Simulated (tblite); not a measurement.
Species: C4H6BBrCl2.
SMILES with atom numbers: `[CH2:1]=[CH:2][C@@H:3]([Br:4])[CH2:5][B:6]([Cl:7])[Cl:8]` (hydrogens: H9, H10 on C1; H11 on C2; H12 on C3; H13, H14 on C5)

Computed with GFN2-xTB (tblite), gas phase: L-BFGS steps from a force-field or distance-geometry start until the largest atomic force falls under 0.01 eV/Å.

Step 55: E = -709.4664 eV
```
atom  x, y, z in Å  |  force x, y, z in eV/Å
C1     -2.4201   -0.8924    0.1646    0.005   0.019  -0.006
C2     -1.4733    0.0264    0.2359   -0.026   0.006  -0.007
C3     -0.1706   -0.0780   -0.4703    0.041   0.004   0.002
Br4    -0.3269    1.0618   -2.1056    0.055   0.012  -0.026
C5      1.0317    0.4009    0.3435    0.032  -0.015  -0.001
B6      2.4034    0.3734   -0.4901   -0.039  -0.049   0.018
Cl7     2.8067   -1.0072   -1.4370   -0.025   0.039   0.037
Cl8     3.5010    1.6838   -0.4355   -0.005   0.008   0.021
H9     -3.3727   -0.7568    0.6432   -0.021  -0.016   0.067
H10    -2.2909   -1.8100   -0.3864    0.037   0.015   0.006
H11    -1.6325    0.9547    0.7687   -0.020  -0.024   0.020
H12     0.0006   -1.0840   -0.8564   -0.023   0.016  -0.043
H13     1.1110   -0.2718    1.2066    0.003   0.029  -0.016
H14     0.8318    1.3984    0.7469   -0.013  -0.044  -0.072
```

Step 56: E = -709.4679 eV
```
atom  x, y, z in Å  |  force x, y, z in eV/Å
C1     -2.4221   -0.8929    0.1660    0.061   0.021   0.016
C2     -1.4742    0.0260    0.2345   -0.053   0.004  -0.024
C3     -0.1726   -0.0768   -0.4747    0.053   0.017  -0.014
Br4    -0.3238    1.0679   -2.1123    0.049  -0.013   0.020
C5      1.0298    0.3988    0.3413    0.038   0.007  -0.004
B6      2.4057    0.3721   -0.4864   -0.040  -0.056   0.002
Cl7     2.8128   -1.0067   -1.4341   -0.028   0.036   0.039
Cl8     3.5045    1.6830   -0.4306   -0.025  -0.004   0.030
H9     -3.3687   -0.7579    0.6573   -0.019  -0.027   0.036
H10    -2.2922   -1.8119   -0.3836    0.015   0.036   0.015
H11    -1.6360    0.9536    0.7692    0.005  -0.038   0.005
H12     0.0009   -1.0811   -0.8645   -0.042   0.013  -0.040
H13     1.1044   -0.2726    1.2066    0.003   0.043  -0.033
H14     0.8308    1.3981    0.7397   -0.017  -0.040  -0.048
```

Step 57: E = -709.4692 eV
```
atom  x, y, z in Å  |  force x, y, z in eV/Å
C1     -2.4224   -0.8941    0.1708    0.085   0.015   0.035
C2     -1.4744    0.0257    0.2303   -0.062   0.013  -0.034
C3     -0.1736   -0.0755   -0.4819    0.032   0.022  -0.026
Br4    -0.3227    1.0761   -2.1178    0.047  -0.027   0.048
C5      1.0278    0.3966    0.3374    0.023   0.018  -0.007
B6      2.4071    0.3710   -0.4823   -0.020  -0.041  -0.007
Cl7     2.8169   -1.0040   -1.4307   -0.021   0.008   0.020
Cl8     3.5099    1.6800   -0.4190   -0.042  -0.011   0.036
H9     -3.3641   -0.7575    0.6729    0.000  -0.039   0.004
H10    -2.2919   -1.8167   -0.3730   -0.004   0.041   0.017
H11    -1.6398    0.9544    0.7624    0.028  -0.036  -0.001
H12     0.0008   -1.0775   -0.8770   -0.052   0.009  -0.032
H13     1.0975   -0.2747    1.2027    0.006   0.040  -0.029
H14     0.8280    1.3957    0.7334   -0.020  -0.014  -0.023
```

Task: Estimate the geometry and energy of step 58. (The exact step hangs on the optimiser's Hessian estimate; all steps are aligned on step 57, rigid shifts and turns removed.)

Result: E = -709.4701 eV, largest force 0.098 eV/Å
```
atom  x, y, z in Å  |  force x, y, z in eV/Å
C1     -2.4208   -0.8959    0.1780    0.089   0.004   0.042
C2     -1.4747    0.0266    0.2243   -0.055   0.012  -0.040
C3     -0.1740   -0.0741   -0.4902   -0.003   0.022  -0.027
Br4    -0.3229    1.0844   -2.1211    0.047  -0.028   0.052
C5      1.0261    0.3946    0.3328   -0.002   0.019  -0.010
B6      2.4080    0.3702   -0.4787    0.005  -0.016  -0.010
Cl7     2.8185   -0.9997   -1.4294   -0.007  -0.025  -0.008
Cl8     3.5162    1.6758   -0.4026   -0.052  -0.016   0.037
H9     -3.3594   -0.7563    0.6865    0.018  -0.046  -0.017
H10    -2.2896   -1.8240   -0.3564   -0.013   0.044   0.016
H11    -1.6437    0.9583    0.7497    0.042  -0.023   0.000
H12    -0.0005   -1.0743   -0.8905   -0.055   0.007  -0.020
H13     1.0918   -0.2780    1.1967    0.008   0.028  -0.011
H14     0.8242    1.3920    0.7292   -0.022   0.018  -0.004
```

The energy changes by -0.0009 eV. The first-order estimate −F·Δx gives -0.0013 eV and the mean of the old and new forces, exact on a quadratic surface, -0.0009 eV. The step makes an angle of 81° with the force vector and moves no atom by more than 0.018 Å.

The cost below is that of the whole relaxation. Time: 1.7 s of wall time. Hardware: one thread of an Arm Neoverse N1, shared host with 64 logical CPUs at a one-minute load of 57.
